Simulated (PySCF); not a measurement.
HOS, SMILES S[O], multiplicity 2. Geometry: PBE-D3(BJ)/def2-TZVPD.

Level of theory: PBE-D3(BJ)/def2-TZVPD (PySCF 2.14.0).

Harmonic wavenumbers (cm⁻¹): 993, 1057, 2305. Rotational constants (GHz): 291.4, 19.96, 18.68; symmetry number 1.

### Question
Work out the zero-point energy and the ideal-gas rigid-rotor harmonic-oscillator thermochemistry at 298.15 K and 1 atm.

### Answer
ZPE = ½ Σ hcν = ½ × 4354 cm⁻¹ = 6.22 kcal/mol. H − E(el) = 8.64 kcal/mol. Entropy in cal/(mol K): translation 37.60, rotation 18.63, vibration 0.17, spin 1.38, total 57.78. G − E(el) = -8.59 kcal/mol. Cp = 8.66 cal/(mol K).
